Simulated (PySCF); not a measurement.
A structure optimised at B3LYP-D3(BJ)/def2-SVP, used in a PySCF frequency run:

```xyz
11

Sn     0.2623    -0.0747     0.3443
O      1.6572     1.3051     0.0614
O      0.6324    -1.6878    -0.7545
O     -1.3448     0.8253    -0.4122
C     -2.4545     0.0860    -0.8727
H      0.1498    -0.5861     1.9675
H      1.2841     2.0491    -0.4353
H      0.9553    -1.4568    -1.6374
H     -3.0903     0.7513    -1.4822
H     -3.0791    -0.3015    -0.0432
H     -2.1648    -0.7763    -1.5036
```
Charge 0, spin multiplicity 1.

### Question
Write its SMILES and formula.

### Answer
C[O][SnH]([OH])[OH], CH6O3Sn

### Question
What are its rotational constants (standard atomic weights)?

### Answer
4.0381, 2.2089, 1.7182 GHz
